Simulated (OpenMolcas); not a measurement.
# Ag: effect of the basis set

```json
{
  "Program": "OpenMolcas 26.06",
  "Method": "SS-CASPT2, IPEA 0.25 Eh, imaginary shift 0.1 Eh (closed shells correlated: 4s 4p)",
  "Active space": "11 electrons in 6 orbitals (4d 5s)",
  "State averaging": "2S+1 = 2 even, 6 roots",
  "Spin-orbit coupling": "RASSI with atomic mean-field integrals over the reference wave functions, term energies averaged over their components"
}
```

A. ANO-R1 [6s4p3d1f], X2C, finite nucleus; CASPT2 step roughly 0.5 core-seconds
B. ANO-RCC-VDZP [6s5p3d1f], DKH2, point nucleus; CASPT2 step of the order of 0.8 core-seconds
C. ANO-R2 [7s5p4d2f1g], X2C, finite nucleus; CASPT2 step roughly 1.4 core-seconds
D. ANO-RCC-VTZP [7s6p4d2f1g], DKH2, point nucleus; CASPT2 step roughly 1 core-seconds
E. ANO-R3 [8s6p5d3f2g1h], X2C, finite nucleus; CASPT2 step about 4 core-seconds
F. ANO-RCC-VQZP [8s7p5d3f2g1h], DKH2, point nucleus; CASPT2 step roughly 7 core-seconds

Energies in cm⁻¹ above 4d¹⁰ 5s ²S_1/2, the measured ground level; measured values from NIST Handbook of Basic Atomic Spectroscopic Data.

| Level | A | B | C | D | E | F | Measured |
| --- | --- | --- | --- | --- | --- | --- | --- |
| 4d¹⁰ 5s ²S_1/2 | 0.0 | 0.0 | 0.0 | 0.0 | 0.0 | 0.0 | 0.0 |
| 4d⁹ 5s² ²D_5/2 | 29240 | 30160 | 29670 | 28620 | 30480 | 29080 | 30242 |
| 4d⁹ 5s² ²D_3/2 | 33560 | 34500 | 33940 | 32890 | 34770 | 33370 | 34714 |

Deviations, from unrounded energies. A percentage is the sum of absolute deviations over the sum of measured energies, with the sign that they share, or ± where signs differ.

| Against measurement | Levels | A | B | C | D | E | F |
| --- | --- | --- | --- | --- | --- | --- | --- |
| mean absolute deviation (cm-1) | 2 | 1100 | 150 | 670 | 1700 | 150 | 1300 |
| other configurations (%) | 2 | -3.3 | -0.4 | -2.1 | -5.3 | +0.5 | -3.9 |

B, E lie about equally close to measurement and D furthest from it. The largest miss of B in the table is 4d⁹ 5s² ²D_3/2, by -210 cm-1. The ranking rests on the paired levels alone, and a cruder setting can come out closer through cancelling errors.

The two smallest mean deviations differ by little beside CASPT2's spread within terms, so their order carries little weight.

Among A to F the level of the table that moves most is 4d⁹ 5s² ²D_3/2, by 1900 cm-1 (lowest in D, highest in E). Moves below CASPT2's spread within the term are not significant.

CASPT2 breaks the degeneracy within a term, and the mean is taken; among the terms shown or strongly mixed into the levels shown the widest spread is 150 cm-1 (4d⁹ 5s² ²D, D). A single d shell beside an s shell can misplace configurations of different d count against each other. Measured partners are found by configuration, term and J. A level has none where our copy of the source lacks it or the pairing is in doubt (some pairs that miss far off the trend of their configuration count as doubtful), and it then counts in no deviation. Only configurations of the active space appear.
